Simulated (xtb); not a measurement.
A run for xtb: GFN2-xTB on H2O2Se (SMILES O[Se]O), a point of a torsion scan.

```
$ xtb mol.xyz --gfn 2 --opt vtight --chrg 0 --uhf 0 --input xcontrol
5

O      1.13134174     0.54660505    -0.37089003
Se    -0.13677207    -0.77820098    -0.59812328
O      0.34054062    -1.63172360    -2.17109682
H      1.99494366     0.07498821    -0.31405010
H      1.33927221    -1.68615931    -2.21811465
$constrain
  force constant=1.0
  dihedral: 4,1,2,3,300.0
$end
```

The log:

```
[...]
           -------------------------------------------------
          |                Calculation Setup                |
           -------------------------------------------------



           -------------------------------------------------
          |                 G F N 2 - x T B                 |
           -------------------------------------------------

        Reference                      10.1021/acs.jctc.8b01176
      * Hamiltonian:
        H0-scaling (s, p, d)           1.850000    2.230000    2.230000
        zeta-weighting                 0.500000
      * Dispersion:
        s8                             2.700000
        a1                             0.520000
        a2                             5.000000
        s9                             5.000000
      * Repulsion:
        kExp                           1.500000    1.000000
        rExp                           1.000000
      * Coulomb:
        alpha                          2.000000
        third order                    shell-resolved
        anisotropic                    true
        a3                             3.000000
        a5                             4.000000
        cn-shift                       1.200000
        cn-exp                         4.000000
        max-rad                        5.000000


          ...................................................
          :                      SETUP                      :
          :.................................................:
          :  # basis functions                  20          :
          :  # atomic orbitals                  19          :
          :  # shells                            9          :
          :  # electrons                        20          :
          :  max. iterations                   250          :
          :  Hamiltonian                  GFN2-xTB          :
          :  restarted?                      false          :
          :  GBSA solvation                  false          :
          :  PC potential                    false          :
          :  electronic temp.          300.0000000     K    :
          :  accuracy                    1.0000000          :
          :  -> integral cutoff          0.2500000E+02      :
          :  -> integral neglect         0.1000000E-07      :
          :  -> SCF convergence          0.1000000E-05 Eh   :
          :  -> wf. convergence          0.1000000E-03 e    :
          :  Broyden damping             0.4000000          :
          :  net charge                          0          :
          :  unpaired electrons                  0          :
          ...................................................

 iter      E             dE          RMSdq      gap      omega  full diag
   1    -12.3140871 -0.123141E+02  0.879E+00    3.61       0.0  T
   2    -12.3241678 -0.100807E-01  0.377E+00    3.61       1.0  T
   3    -12.3245847 -0.416892E-03  0.926E-01    3.54       1.0  T
   4    -12.3246734 -0.887331E-04  0.270E-01    3.50       1.0  T
   5    -12.3246768 -0.340345E-05  0.120E-01    3.51       1.0  T
   6    -12.3246822 -0.531726E-05  0.260E-02    3.51       1.7  T
   7    -12.3246824 -0.244069E-06  0.888E-03    3.51       5.0  T
   8    -12.3246824 -0.377450E-07  0.501E-03    3.51       8.9  T
   9    -12.3246825 -0.767278E-08  0.634E-04    3.51      70.6  T
  10    -12.3246825  0.423350E-09  0.904E-04    3.51      49.5  T

   *** convergence criteria satisfied after 10 iterations ***

         #    Occupation            Energy/Eh            Energy/eV
      -------------------------------------------------------------
         1        2.0000           -0.7633367             -20.7714
       ...           ...                  ...                  ...
         4        2.0000           -0.5870131             -15.9734
         5        2.0000           -0.5748877             -15.6435
         6        2.0000           -0.5221177             -14.2075
         7        2.0000           -0.5165641             -14.0564
         8        2.0000           -0.4902486             -13.3403
         9        2.0000           -0.4824932             -13.1293
        10        2.0000           -0.3760561             -10.2330 (HOMO)
        11                         -0.2470376              -6.7222 (LUMO)
        12                         -0.2410746              -6.5600
        13                          0.0057384               0.1561
        14                          0.0665493               1.8109
        15                          0.0872185               2.3733
       ...                                ...                  ...
        19                          0.6097564              16.5923
      -------------------------------------------------------------
                  HL-Gap            0.1290185 Eh            3.5108 eV
             Fermi-level           -0.3115469 Eh           -8.4776 eV

 SCC (total)                   0 d,  0 h,  0 min,  0.003 sec
 SCC setup         
[...]
    -0.5745197             -15.6335
         6        2.0000           -0.5280874             -14.3700
         7        2.0000           -0.5185753             -14.1112
         8        2.0000           -0.4828002             -13.1377
         9        2.0000           -0.4769800             -12.9793
        10        2.0000           -0.3721761             -10.1274 (HOMO)
        11                         -0.2348339              -6.3902 (LUMO)
        12                         -0.2061487              -5.6096
        13                          0.0526807               1.4335
        14                          0.0783044               2.1308
        15                          0.1343149               3.6549
       ...                                ...                  ...
        19                          0.6954735              18.9248
      -------------------------------------------------------------
                  HL-Gap            0.1373422 Eh            3.7373 eV
             Fermi-level           -0.3035050 Eh           -8.2588 eV

 SCC (total)                   0 d,  0 h,  0 min,  0.002 sec
 SCC setup                      ...        0 min,  0.000 sec (  2.877%)
 Dispersion                     ...        0 min,  0.000 sec (  0.711%)
 classical contributions        ...        0 min,  0.000 sec (  0.286%)
 integral evaluation            ...        0 min,  0.000 sec ( 28.457%)
 iterations                     ...        0 min,  0.000 sec ( 22.795%)
 molecular gradient             ...        0 min,  0.001 sec ( 41.280%)
 printout                       ...        0 min,  0.000 sec (  3.251%)

         :::::::::::::::::::::::::::::::::::::::::::::::::::::
         ::                     SUMMARY                     ::
         :::::::::::::::::::::::::::::::::::::::::::::::::::::
         :: total energy             -12.307416648425 Eh    ::
         :: gradient norm              0.000106188466 Eh/a0 ::
         :: HOMO-LUMO gap              3.737270273798 eV    ::
         ::.................................................::
         :: SCC energy               -12.343812274486 Eh    ::
         :: -> isotropic ES            0.043645275626 Eh    ::
         :: -> anisotropic ES         -0.001921713809 Eh    ::
         :: -> anisotropic XC          0.000185405069 Eh    ::
         :: -> dispersion             -0.001809066558 Eh    ::
         :: repulsion energy           0.036383990892 Eh    ::
         :: add. restraining           0.000011635169 Eh    ::
         :: total charge               0.000000000000 e     ::
         :::::::::::::::::::::::::::::::::::::::::::::::::::::

           -------------------------------------------------
          |                Property Printout                |
           -------------------------------------------------

    * Orbital Energies and Occupations

         #    Occupation            Energy/Eh            Energy/eV
      -------------------------------------------------------------
         1        2.0000           -0.7635853             -20.7782
         2        2.0000           -0.7015227             -19.0894
         3        2.0000           -0.6870215             -18.6948
         4        2.0000           -0.5868622             -15.9693
         5        2.0000           -0.5745197             -15.6335
         6        2.0000           -0.5280874             -14.3700
         7        2.0000           -0.5185753             -14.1112
         8        2.0000           -0.4828002             -13.1377
         9        2.0000           -0.4769800             -12.9793
        10        2.0000           -0.3721761             -10.1274 (HOMO)
        11                         -0.2348339              -6.3902 (LUMO)
        12                         -0.2061487              -5.6096
        13                          0.0526807               1.4335
        14                          0.0783044               2.1308
        15                          0.1343149               3.6549
        16                          0.1527266               4.1559
        17                          0.1632887               4.4433
        18                          0.2221356               6.0446
        19                          0.6954735              18.9248
      -------------------------------------------------------------
                  HL-Gap            0.1373422 Eh            3.7373 eV
             Fermi-level           -0.3035050 Eh           -8.2588 eV

     #   Z          covCN         q      C6AA      α(0)
     1   8 O        1.653    -0.403    20.900     6.171
     2  34 Se       1.711     0.183   229.484    26.400
     3   8 O        1.653    -0.408    20.998     6.186
     4   1 H        0.813     0.315     0.677     1.292
     5   1 H        0.812     0.313     0.683     1.298

 Mol. C6AA /au·bohr⁶  :        663.477623
 Mol. C8AA /au·bohr⁸  :      30132.584360
 Mol. α(0) /au        :         41.346676


Wiberg/Mayer (AO) data.
largest (>0.10) Wiberg bond orders for each atom

 ---------------------------------------------------------------------------
     #   Z sym  total        # sym  WBO       # sym  WBO       # sym  WBO
 ---------------------------------------------------------------------------
     1   8 O    2.190 --     2 Se   1.251     4 H    0.879
     2  34 Se   2.536 --     1 O    1.251     3 O    1.248
Note: The following floating-point exceptions are signalling: IEEE_DENORMAL
normal termination of xtb
     3   8 O    2.192 --     2 Se   1.248     5 H    0.883
     4   1 H    0.901 --     1 O    0.879
     5   1 H    0.902 --     3 O    0.883
 ---------------------------------------------------------------------------

Topologies differ in total number of bonds
Writing topology from bond orders to xtbtopo.mol

molecular dipole:
                 x           y           z       tot (Debye)
 q only:        0.623      -0.756       0.236
   full:        0.935      -0.833       0.152       3.205
molecular quadrupole (traceless):
                xx          xy          yy          xz          yz          zz
 q only:        3.373      -2.691       1.335      -2.021       1.946      -4.708
  q+dip:        4.521      -4.118       1.075      -2.660       2.322      -5.596
   full:        4.470      -3.505       0.958      -3.156       3.057      -5.429

           -------------------------------------------------
          |                Geometry Summary                 |
           -------------------------------------------------

      molecular mass/u    :      112.9740799
   center of mass at/Å    :        0.2383815      -0.7354800      -0.7926020
  moments of inertia/u·Å² :        0.3471047E+02   0.6609245E+02   0.9829244E+02
rotational constants/cm⁻¹ :        0.4856642E+00   0.2550614E+00   0.1715049E+00

 * 4 selected distances

     #   Z          #   Z                                           value/Å
     1   8 O        2  34 Se                                      1.7902567
     2  34 Se       3   8 O                                       1.7970217 (max)
     1   8 O        4   1 H                                       0.9620521
     3   8 O        5   1 H                                       0.9618943 (min)

 * 2 distinct bonds (by element types)

   Z      Z             #   av. dist./Å        max./Å        min./Å
   1 H    8 O           2     0.9619732     0.9620521     0.9618943
   8 O   34 Se          2     1.7936392     1.7970217     1.7902567


optimized geometry written to: xtbopt.xyz


           -------------------------------------------------
          | TOTAL ENERGY              -12.307416648425 Eh   |
          | GRADIENT NORM               0.000106188466 Eh/α |
          | HOMO-LUMO GAP               3.737270273798 eV   |
           -------------------------------------------------

------------------------------------------------------------------------
------------------------------------------------------------------------
 total:
 SCF:
 ANC optimizer:
```

The run finished.

Warnings raised: the energy holds the restraint's term.

Cost: very roughly 0.06 core-seconds.
